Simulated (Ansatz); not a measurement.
Mulliken charges of `BN[SiH](O)F` from PBE/def2-TZVPP in Ansatz (PBE0-D4/def2-TZVP geometry).

```tsv
atom	x (Å)	y (Å)	z (Å)	charge (e)
B1	0.599	1.678	0.583	-0.121
N2	-0.282	0.594	0.470	-0.120
Si3	-0.035	-0.778	-0.534	0.613
O4	-0.717	-2.036	0.246	-0.348
F5	-0.768	-0.614	-1.942	-0.271
H6	1.620	1.656	-0.043	-0.005
H7	0.325	2.598	1.296	-0.001
H8	-1.137	0.621	1.008	0.156
H9	1.397	-0.939	-0.829	-0.096
H10	-0.919	-2.830	-0.250	0.193
```

Q: By hand: the dipole of these point charges (1 e Å = 4.8032 D).

A: Σ q r = (-0.100, -0.246, 0.174) e Å, of length 0.317 e Å = 1.52 D.

Q: How does the dipole of the full density compare? (Best estimate.)

A: Computed: (-0.164, -0.342, 0.072) e Å, 1.85 D; the point charges give 0.82 times that, at 23° from its direction.

Point charges leave out the atoms' own dipoles, such as those of lone pairs, and Mulliken's split depends on the basis, so the two needn't agree.
